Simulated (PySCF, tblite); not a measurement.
Isomers of C6H7N3O. Level: GFN2-xTB in tblite, geometry and Hessian alike; calculated harmonic values, unscaled, isolated species. Against measured fundamentals such values can be off by several per cent, at times by over 20. One conformer each.

Electronic energies: PBE0/pcSseg-1 single points on the GFN2-xTB geometries (PySCF, gas phase).

```tsv
SMILES	electronic energy, lowest = 0 (kcal/mol)
CC(=O)c1cnnnc1C	2.1
C=Cc1cnnc(OC)n1	0.0
CCc1cc(C=O)nnn1	6.0
```

Q: How do GFN2-xTB zero-point energies change the relative energies?

A: 
```json
{"SMILES": "C=Cc1cnnc(OC)n1", "ZPE (kcal/mol)": "78.4", "of it from modes above 1550 cm⁻¹": "33.0", "electronic (kcal/mol)": "0.0", "with ZPE, lowest = 0 (kcal/mol)": "0.0", "lowest mode (cm⁻¹)": "60", "rings": "1"}
{"SMILES": "CC(=O)c1cnnnc1C", "ZPE (kcal/mol)": "78.1", "of it from modes above 1550 cm⁻¹": "32.9", "electronic (kcal/mol)": "2.1", "with ZPE, lowest = 0 (kcal/mol)": "1.8", "lowest mode (cm⁻¹)": "27", "rings": "1"}
{"SMILES": "CCc1cc(C=O)nnn1", "ZPE (kcal/mol)": "78.4", "of it from modes above 1550 cm⁻¹": "32.6", "electronic (kcal/mol)": "6.0", "with ZPE, lowest = 0 (kcal/mol)": "6.0", "lowest mode (cm⁻¹)": "24", "rings": "1"}
```

The zero-point energies span 0.3 kcal/mol, from `CC(=O)c1cnnnc1C` to `C=Cc1cnnc(OC)n1`. The order is unchanged.

Q: And how do the electronic energies of GFN2-xTB itself compare?

A: `C=Cc1cnnc(OC)n1` 0.0; `CC(=O)c1cnnnc1C` 8.5; `CCc1cc(C=O)nnn1` 17.1 kcal/mol, lowest = 0. Against the energies above, taken from the same isomer `C=Cc1cnnc(OC)n1`, the largest difference is 11.1 kcal/mol.
